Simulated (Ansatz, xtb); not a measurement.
# C5H3NOSe: which of two isomers lies lower

Structure X: `N#Cc1c[se]cc1O`, a singlet. Structure Y: `N#Cc1[se]ccc1O`, a singlet. Both are isolated molecules in the gas phase, relaxed with PBE0-D3(BJ)/def2-SVP; the shapes shown needn't be the lowest conformers.

X (Å):

```yaml
atoms:
  - { symbol: C, position_ang: [0.8517, 1.7170, 0.1022] }
  - { symbol: C, position_ang: [0.9579, 0.2972, 0.1465] }
  - { symbol: C, position_ang: [2.0078, -0.3985, -0.4033] }
  - { symbol: C, position_ang: [0.2339, -1.8737, 0.7222] }
  - { symbol: C, position_ang: [-0.0388, -0.5340, 0.7791] }
  - { symbol: N, position_ang: [0.7746, 2.8733, 0.0607] }
  - { symbol: O, position_ang: [-1.1008, 0.0600, 1.3433] }
  - { symbol: Se, position_ang: [1.8291, -2.2134, -0.1665] }
  - { symbol: H, position_ang: [2.8606, 0.0336, -0.9240] }
  - { symbol: H, position_ang: [-0.3710, -2.6831, 1.1287] }
  - { symbol: H, position_ang: [-1.6840, -0.6035, 1.7266] }
```

Y (Å):

```xyz
11

C    -1.0494    0.8139   -0.9609
C     0.0746    0.1688   -0.4089
C     2.3233   -0.9461    0.1157
C     1.4627   -0.9024    1.1750
C     0.2067   -0.2829    0.8926
N    -1.9641    1.3477   -1.4392
O    -0.7831   -0.1318    1.7797
Se    1.6185   -0.1833   -1.4088
H     3.3264   -1.3714    0.1123
H     1.7103   -1.3069    2.1596
H    -0.5219   -0.5011    2.6296
```

Quicker runs give these differences E(Y) − E(X): GFN2-xTB −0.48 kcal/mol; HF/STO-3G −1.00 kcal/mol (at GFN2-xTB geometries); r2SCAN-D4/def2-SVP −1.83 kcal/mol (at GFN2-xTB geometries).

Problem. Estimate E(Y) − E(X) at the level CCSD(T)/def2-SVP + ΔMP2/def2-TZVPP.

Solution. CCSD(T)/def2-SVP + ΔMP2/def2-TZVPP gives E(Y) − E(X) = −0.46 kcal/mol, slightly favouring structure Y, which is too small a margin to settle the true order.

Level by level:

```json
{"level": "GFN2-xTB", "geometry": "GFN2-xTB", "E(Y) − E(X) (kcal/mol)": "−0.48", "departure from the last row (kcal/mol)": "−0.02", "job, with rough time for the two": "optimisation, 0.57 s"}
{"level": "HF/STO-3G", "geometry": "GFN2-xTB", "E(Y) − E(X) (kcal/mol)": "−1.00", "departure from the last row (kcal/mol)": "−0.54", "job, with rough time for the two": "single point, 2.5 s"}
{"level": "r2SCAN-D4/def2-SVP", "geometry": "GFN2-xTB", "E(Y) − E(X) (kcal/mol)": "−1.83", "departure from the last row (kcal/mol)": "−1.37", "job, with rough time for the two": "single point, 12 s"}
{"level": "PBE0-D3(BJ)/def2-SVP", "geometry": "PBE0-D3(BJ)/def2-SVP", "E(Y) − E(X) (kcal/mol)": "−1.34", "departure from the last row (kcal/mol)": "−0.88", "job, with rough time for the two": "optimisation, 2 min"}
{"level": "HF/def2-SVP", "geometry": "PBE0-D3(BJ)/def2-SVP", "E(Y) − E(X) (kcal/mol)": "−0.35", "departure from the last row (kcal/mol)": "+0.11", "job, with rough time for the two": "part of the CCSD(T) run"}
{"level": "MP2/def2-SVP", "geometry": "PBE0-D3(BJ)/def2-SVP", "E(Y) − E(X) (kcal/mol)": "−0.26", "departure from the last row (kcal/mol)": "+0.20", "job, with rough time for the two": "part of the CCSD(T) run"}
{"level": "CCSD(T)/def2-SVP", "geometry": "PBE0-D3(BJ)/def2-SVP", "E(Y) − E(X) (kcal/mol)": "−0.34", "departure from the last row (kcal/mol)": "+0.12", "job, with rough time for the two": "single point"}
{"level": "CCSD(T)/def2-SVP + ΔMP2/def2-TZVPP", "geometry": "PBE0-D3(BJ)/def2-SVP", "E(Y) − E(X) (kcal/mol)": "−0.46", "departure from the last row (kcal/mol)": "", "job, with rough time for the two": "single point, 4.1 min"}
```

As drawn, both hold the same kinds of bond in the same numbers.

The largest departure from CCSD(T)/def2-SVP + ΔMP2/def2-TZVPP is that of r2SCAN-D4/def2-SVP, 1.37 kcal/mol. The last row adds to CCSD(T) the change of the MP2 difference between the two basis sets, here −0.12 kcal/mol.

With thermal terms from frequencies at re-optimised GFN2-xTB minima (ideal gas, soft modes damped towards free rotors, one conformer each, 298.15 K, 1 atm): on the last row, ΔE + ΔZPE = −0.41, ΔH = −0.37, ΔG = −0.45 kcal/mol.

The correlated steps freeze 16 core orbitals; the filled d shell of Se is correlated, in a basis made for valence electrons. Run with Ansatz 0.2.0, xtb 6.7.1; the last row on 2 threads of Intel(R) Xeon(R) Processor @ 2.50GHz (Skylake/Cascade Lake) on a shared host.
